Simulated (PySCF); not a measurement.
# Electronic structure of Ba⁺ (barium, charge +1) at the UHF level

Configuration: [Xe] 6s1, 2S determinant. All numbers are calculated (PySCF 2.14, the spin-free X2C one-electron Hamiltonian (Gaussian nucleus), in aug-cc-pwCVTZ-X2C with one added diffuse shell each of s, p, d, f type (12s11p9d5f, 125 functions)).

* Total energy: -8131.477381 hartree
* One-electron energy: -11088.5997 hartree
* Hartree (Coulomb) energy: 3153.9593 hartree
* Exchange energy: -196.8371 hartree
* ⟨S²⟩: 0.7506
* ⟨L²⟩: 0.000
* Sum of ⟨r⟩: 38.81 bohr
* Sum of ⟨r²⟩: 67.68 bohr²
* Langevin diamagnetic susceptibility: -53.6 ×10⁻⁶ cm³/mol

```csv
shell,electrons,mean orbital energy (eV),"rms radius, mean of both spins (bohr)"
1s α,1,-37627.7,0.0292
1s β,1,-37627.7,0.0292
2s α,1,-6058.4,0.119
2s β,1,-6058.4,0.119
2p α,3,-5431.2,0.106
2p β,3,-5431.2,0.106
3s α,1,-1328.7,0.311
3s β,1,-1328.7,0.311
3p α,3,-1122.3,0.311
3p β,3,-1122.3,0.311
3d α,5,-820.32,0.289
3d β,5,-820.31,0.289
4s α,1,-284.47,0.715
4s β,1,-284.39,0.715
4p α,3,-214.93,0.761
4p β,3,-214.91,0.761
4d α,5,-110.30,0.862
4d β,5,-110.28,0.862
5s α,1,-49.061,1.76
5s β,1,-48.842,1.76
5p α,3,-29.854,2.04
5p β,3,-29.756,2.04
6s α,1,-9.402,4.79
```

Spin-orbit coupling, which splits the p, d and f shells strongly at this Z, is absent.

Densities and radii are taken from the X2C orbitals without a picture-change correction, which distorts them close to the nucleus.
